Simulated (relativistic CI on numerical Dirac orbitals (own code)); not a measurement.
Calculated at this level of theory: Dirac-Coulomb-Breit CI, orbitals from a KLI potential per configuration, model QED, unscaled Slater integrals (own radial code, finite nucleus).

The strongest absorption lines from the ground level of an ion, among the configurations computed and to levels below about 203 eV (vacuum wavelength in nm, gf): 6.5714 (1.5), 6.6492 (0.13), 7.5825 (1.7), 7.5842 (0.24), 7.6986 (0.12), 11.597 (0.13), 11.671 (0.48).

(1) Which ion is it?
A. Kr10+
B. Se6+
C. Ge4+
D. Kr8+

Results:

(1) D. Kr8+ has 28 electrons and the ground level 3p⁶3d¹⁰ ¹S0; the strongest line goes to 3p⁶3d⁹4f ¹P°1. The pattern of lines fixes the number of electrons, and along that sequence the line energies rise steadily with the charge (about as its square where n changes within one kind of shell, about linearly where n is kept but much faster in heavy ions where fine structure, which grows about as Z⁴, sets the gap, and irregularly where shells cross), which fixes Z. Configurations outside the model, such as inner-shell arrays, can give stronger lines. At this charge configurations can still be misplaced by up to about 7 % of their energy.

LS names give the leading component of a level, which can be under half, so a name can repeat, a term be missing and a line seem to break the LS rules.
